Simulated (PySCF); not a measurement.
Work out the structure from these simulated measurements.

Formula: C8H11F.

| Property | Result |
| --- | --- |
| 13C NMR | chemical shifts (computed TMS as zero) by class: 219.3 (1 C), 135.6 (1 C), 134.0 (1 C), 96.0 (1 C), 90.6 (1 C), 77.9 (1 C), 46.0 (1 C), 16.2 (1 C) ppm [GIAO PBE0/pcSseg-1] |
| Rotational structure | rotational constants A, B, C: 1.410, 1.353, 0.763 GHz [GFN2-xTB] |
| Dipole | 2.02 D [PBE0/pcSseg-1] |
| NMR, other nuclei | isotropic shieldings of nuclei other than C and H, by class: 435 (1 F) ppm [GIAO PBE0/pcSseg-1] |
| 1H NMR | chemical shifts (computed TMS as zero) by class: 6.15 (1 H), 5.93 (1 H), 5.66 (1 H), 4.94 (2 H), 4.89 (1 H), 4.75 (1 H), 2.96 (1 H), 1.82 (3 H) ppm [GIAO PBE0/pcSseg-1] |

Electronic properties: PySCF, gas phase, density fitting. Levels stand in brackets. The structure is a single GFN2-xTB conformer in the gas phase; no vibrational or solvent corrections. NMR values are class means; diastereotopic atoms form classes of their own.

Task: Propose a structure and show how it fits.

Result: Numbering: `[CH2:1]=[C:2]=[CH:3][C@H:4](/[CH:5]=[CH:6]\[CH3:7])[CH2:8][F:9]`. Its formula, C8H11F, gives 3 degrees of unsaturation: 0 rings and 3 π bonds in the structure found. 8 carbons fall into 8 classes; from least to most shielded: central carbon of cumulated double bonds [C2] (219.3 ppm), alkene CH carbon [C5] (135.6 ppm), alkene CH carbon [C6] (134.0 ppm), outer carbon of cumulated double bonds [C3] (96.0 ppm), sp3 C–F carbon [C8] (90.6 ppm), outer carbon of cumulated double bonds [C1] (77.9 ppm), allylic carbon [C4] (46.0 ppm), allylic carbon [C7] (16.2 ppm). Hydrogen classes from least to most shielded: 1 H on an alkene CH carbon, C5 (6.15 ppm), 1 H on an alkene CH carbon, C6 (5.93 ppm), 1 H on an outer carbon of cumulated double bonds, C3 (5.66 ppm), 2 H on an outer carbon of cumulated double bonds, C1 (4.94 ppm), 1 H on an sp3 C–F carbon, C8 (4.89 ppm), 1 H on an sp3 C–F carbon, C8 (4.75 ppm), 1 H on an allylic carbon, C4 (2.96 ppm), 3 H on an allylic carbon, C7 (1.82 ppm). The other shieldings belong to: 435 ppm, alkyl fluorine [F9]. The optimised geometry has point group C1 and is an asymmetric top. Structure: `C=C=C[C@H](/C=C\C)CF`. Computed isomers that give other values at the same levels: `C/C=C1/C(=C/C)C[C@@H]1F` (13C chemical shifts (computed TMS as zero) by class: 147.2 (1 C), 140.0 (1 C), 128.9 (1 C), 123.7 (1 C), 89.0 (1 C), 37.2 (1 C), 17.9 (1 C), 17.6 (1 C) ppm); `C=C=C1CCC[C@H]1CF` (13C chemical shifts (computed TMS as zero) by class: 216.4 (1 C), 106.5 (1 C), 87.5 (1 C), 79.9 (1 C), 48.6 (1 C), 34.4 (1 C), 32.2 (1 C), 27.3 (1 C) ppm); `CC[C@@H]1[C@H]2C=C(F)C[C@H]21` (13C chemical shifts (computed TMS as zero) by class: 173.3 (1 C), 114.4 (1 C), 38.0 (1 C), 37.4 (1 C), 29.4 (1 C), 28.2 (1 C), 20.4 (1 C), 15.6 (1 C) ppm). The assignments are read from this structure; whether some other isomer fits the data as well wasn't checked. The mirror image fits equally.

Shape of the structure used: `[CH2:1]=[C:2]=[CH:3][C@H:4](/[CH:5]=[CH:6]\[CH3:7])[CH2:8][F:9]`: C2–C3–C4–C5 -120°, C3–C4–C5–C6 102°, C3–C4–C8–F9 60°.
